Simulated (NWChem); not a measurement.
The numbers come from NWChem runs, not from measurements. System: ethylene carbonate (C₃H₄O₃), charge 0, spin multiplicity 1, at a geometry optimised with PBE0/def2-SVP. Level: r2SCAN/def2-SVP.

Job file:

```
start mol
memory heap 200 mb stack 900 mb global 1100 mb
geometry units angstroms nocenter noautoz
  O      0.000000     0.000000    -2.031023
  C      0.000000     0.000000    -0.846398
  O     -0.100239     1.099872    -0.070167
  C      0.098918     0.757940     1.286861
  C     -0.098918    -0.757940     1.286861
  O      0.100239    -1.099872    -0.070167
  H     -0.628574     1.295601     1.910106
  H      1.116566     1.051794     1.593352
  H      0.628574    -1.295601     1.910106
  H     -1.116566    -1.051794     1.593352
  symmetry group C2
end
basis spherical
  * library def2-svp
end
dft
  xc r2scan
  semidirect memsize 60000000 filesize 0
  iterations 100
  grid fine
end
task dft energy
```

Output (cleaned and shortened):

```
             Northwest Computational Chemistry Package (NWChem) 7.3.0
             --------------------------------------------------------

                                NWChem Input Module
                                -------------------

 Scaling coordinates for geometry "geometry" by  1.889725989
 (inverse scale =  0.529177249)

 Turning off AUTOSYM since
 SYMMETRY directive was detected!

                             Geometry "geometry" -> ""
                             -------------------------

 Output coordinates in angstroms (scale by  1.889725989 to convert to a.u.)

  No.       Tag          Charge          X              Y              Z
 ---- ---------------- ---------- -------------- -------------- --------------
    1 O                    8.0000     0.00000000     0.00000000    -2.03102300
    2 C                    6.0000     0.00000000     0.00000000    -0.84639800
    3 O                    8.0000    -0.10023900     1.09987200    -0.07016700
    4 C                    6.0000     0.09891800     0.75794000     1.28686100
    5 C                    6.0000    -0.09891800    -0.75794000     1.28686100
    6 O                    8.0000     0.10023900    -1.09987200    -0.07016700
    7 H                    1.0000    -0.62857400     1.29560100     1.91010600
    8 H                    1.0000     1.11656600     1.05179400     1.59335200
    9 H                    1.0000     0.62857400    -1.29560100     1.91010600
   10 H                    1.0000    -1.11656600    -1.05179400     1.59335200

 Effective nuclear repulsion energy (a.u.)     247.6038549835

            Nuclear Dipole moment (a.u.)
            ----------------------------
        X                 Y               Z
 ---------------- ---------------- ----------------
     0.0000000000     0.0000000000     0.0000075589

      Symmetry information
      --------------------

 Group name             C2
 Group number              4
 Group order               2
 No. of unique centers     6

      Symmetry unique atoms

     1    2    3    4    7    8


 Summary of "ao basis" -> "" (spherical)
 ------------------------------------------------------------------------------
       Tag                 Description            Shells   Functions and Types
 ---------------- ------------------------------  ------  ---------------------
 *                          def2-svp                  on all atoms

                                 NWChem DFT Module
                                 -----------------

 Summary of "ao basis" -> "ao basis" (spherical)
 ------------------------------------------------------------------------------
       Tag                 Description            Shells   Functions and Types
 ---------------- ------------------------------  ------  ---------------------
 O                          def2-svp                 6       14   3s2p1d
 C                          def2-svp                 6       14   3s2p1d
 H                          def2-svp                 3        5   2s1p

 Summary of "ao basis" -> "ao basis" (spherical)
 ------------------------------------------------------------------------------
       Tag                 Description            Shells   Functions and Types
 ---------------- ------------------------------  ------  ---------------------
 O                          def2-svp                 6       14   3s2p1d
 C                          def2-svp                 6       14   3s2p1d
 H                          def2-svp                 3        5   2s1p
[...]
 d= 0,ls=0.0,diis     4   -341.9620424260 -2.25D-02  1.24D-03  6.62D-02     3.8
 d= 0,ls=0.0,diis     5   -341.9680344526 -5.99D-03  3.10D-04  2.26D-03     4.6
  Resetting Diis
 d= 0,ls=0.0,diis     6   -341.9682372287 -2.03D-04  6.92D-05  7.02D-05     5.4
 d= 0,ls=0.0,diis     7   -341.9682457433 -8.51D-06  2.79D-05  1.87D-06     6.1
 d= 0,ls=0.0,diis     8   -341.9682449940  7.49D-07  1.72D-05  9.35D-06     6.9
 d= 0,ls=0.0,diis     9   -341.9682459723 -9.78D-07  3.06D-06  1.56D-07     7.6

         Total DFT energy =     -341.968245972253
      One electron energy =     -957.246031246692
           Coulomb energy =      411.057155842984
    Exchange-Corr. energy =      -43.383225552040
 Nuclear repulsion energy =      247.603854983495

 Numeric. integr. density =       45.999995887823

     Total iterative time =      7.4s

                  Occupations of the irreducible representations
                  ----------------------------------------------

                     irrep           alpha         beta
                     --------     --------     --------
                     a                13.0         13.0
                     b                10.0         10.0

                       DFT Final Molecular Orbital Analysis
                       ------------------------------------

 Vector   21  Occ=2.000000D+00  E=-2.831248D-01  Symmetry=a
              MO Center= -1.4D-13, -5.1D-12,  5.0D-01, r^2= 2.6D+00
   Bfn.  Coefficient  Atom+Function         Bfn.  Coefficient  Atom+Function
  ----- ------------  ---------------      ----- ------------  ---------------
    32      0.388200   3 O  px               74     -0.388200   6 O  px
    35      0.294330   3 O  px               77     -0.294330   6 O  px
    90     -0.210225   8 H  s               100     -0.210225  10 H  s
    46     -0.171794   4 C  px               60      0.171794   5 C  px
    85      0.134718   7 H  s                95      0.134718   9 H  s

 Vector   22  Occ=2.000000D+00  E=-2.829293D-01  Symmetry=b
              MO Center=  1.4D-13,  5.1D-12, -9.9D-01, r^2= 2.6D+00
   Bfn.  Coefficient  Atom+Function         Bfn.  Coefficient  Atom+Function
  ----- ------------  ---------------      ----- ------------  ---------------
     4      0.464809   1 O  px                7      0.328983   1 O  px
    32     -0.287068   3 O  px               74     -0.287068   6 O  px
    35     -0.217977   3 O  px               77     -0.217977   6 O  px
    18      0.106127   2 C  px               90      0.098184   8 H  s
   100     -0.098184  10 H  s                 5     -0.094269   1 O  py

 Vector   23  Occ=2.000000D+00  E=-2.631630D-01  Symmetry=b
              MO Center= -7.5D-16,  5.2D-15, -1.6D+00, r^2= 1.6D+00
   Bfn.  Coefficient  Atom+Function         Bfn.  Coefficient  Atom+Function
  ----- ------------  ---------------      ----- ------------  ---------------
     5      0.593339   1 O  py                8      0.392882   1 O  py
    22      0.159651   2 C  py               31     -0.135670   3 O  s
    73      0.135670   6 O  s                34      0.133023   3 O  pz
    76     -0.133023   6 O  pz               37      0.105133   3 O  pz
    79     -0.105133   6 O  pz               33      0.086891   3 O  py

 Vector   24  Occ=0.000000D+00  E= 1.052339D-02  Symmetry=b
              MO Center=  5.1D-15, -4.3D-15, -8.5D-01, r^2= 2.0D+00
   Bfn.  Coefficient  Atom+Function         Bfn.  Coefficient  Atom+Function
  ----- ------------  ---------------      ----- ------------  ---------------
    18      0.617347   2 C  px               21      0.522405   2 C  px
     7     -0.404268   1 O  px                4     -0.387718   1 O  px
    32     -0.230353   3 O  px               74     -0.230353   6 O  px
    35     -0.218072   3 O  px               77     -0.218072   6 O  px
    45      0.209326   4 C  s                59     -0.209326   5 C  s

 Vector   25  Occ=0.000000D+00  E= 3.609545D-02  Symmetry=a
              MO Center=  4.9D-15, -5.6D-15,  1.1D+00, r^2= 3.8D+00
   Bfn.  Coefficient  Atom+Function         Bfn.  Coefficient  Atom+Function
  ----- ------------  ---------------      ----- ------------  ---------------
    51      0.644869   4 C  pz               65      0.644869   5 C  pz
    31      0.553646   3 O  s                73      0.553646   6 O  s
    86     -0.537635   7 H  s                96     -0.537635   9 H  s
    91     -0.534426   8 H  s               101     -0.534426  10 H  s
    17     -0.441252   2 C  s                45      0.373746   4 C  s

 Vector   26  Occ=0.000000D+00  E= 6.147058D-02  Symmetry=a
              MO Center= -2.3D-14, -1.6D-15,  1.7D+00, r^2= 4.4D+00
   Bfn.  Coefficient  Atom+Function         Bfn.  Coefficient  Atom+Function
  ----- ------------  ---------------      ----- ------------  ---------------
    45      1.293090   4 C  s                59      1.293090   5 C  s
    86     -0.738956   7 H  s                96     -0.738956   9 H  s
    91     -0.730686   8 H  s               101     -0.730686  10 H  s
    50      0.402729   4 C  py               64     -0.402729   5 C  py
    31     -0.394616   3 O  s                73     -0.394616   6 O  s

 center of mass
 --------------
 x =   0.00000000 y =   0.00000000 z =  -0.14902556

 moments of inertia (a.u.)
 ------------------
         658.867219537180           3.577632117183           0.000000000000
           3.577632117183         465.195162146489           0.000000000000
           0.000000000000           0.000000000000         221.280727003865

     Multipole analysis of the density
     ---------------------------------

     L   x y z        total         alpha         beta         nuclear
     -   - - -        -----         -----         ----         -------
     0   0 0 0     -0.000000    -23.000000    -23.000000     46.000000

     1   1 0 0      0.000000      0.000000      0.000000      0.000000
     1   0 1 0      0.000000      0.000000      0.000000      0.000000
     1   0 0 1      2.072460      1.036226      1.036226      0.000008

     2   2 0 0    -23.705464    -18.212499    -18.212499     12.719534
     2   1 1 0      0.409571      0.462405      0.462405     -0.515239
     2   1 0 1     -0.000000     -0.000000     -0.000000      0.000000
     2   0 2 0    -26.694351    -70.160802    -70.160802    113.627254
     2   0 1 1      0.000000      0.000000      0.000000     -0.000000
     2   0 0 2    -26.571247   -137.601931   -137.601931    248.632615

 Task  times  cpu:        7.6s     wall:        7.6s

 Total times  cpu:        7.6s     wall:        7.6s
```
